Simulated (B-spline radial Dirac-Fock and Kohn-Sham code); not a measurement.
# Binding energies of As⁺ in different valence configurations

Calculated with a radial B-spline solver, using Dirac-Fock energy differences between relaxed states, corrected for Breit and QED terms. Electron correlation is not included.

Reference: the tabulated ground configuration [Ar] 3d10 4s2 4p2, with 1s 11886.0 eV, 2p3/2 1343.5 eV, 3p3/2 162.8 eV, 3d3/2 60.15 eV, 3d5/2 59.46 eV, 4s 27.26 eV, Kα1 10542.5 eV, Kβ1 11723.2 eV, Lα1 1284.0 eV.

Shifts from the reference in eV.

```
    configuration  average energy     1s  2p3/2  3p3/2  3d3/2  3d5/2     4s    Kα1    Kβ1    Lα1
[Ar] 3d10 4s1 4p3          +10.06  +1.68  +1.77  +1.78  +1.74  +1.74  +2.40  -0.09  -0.10  +0.03
```
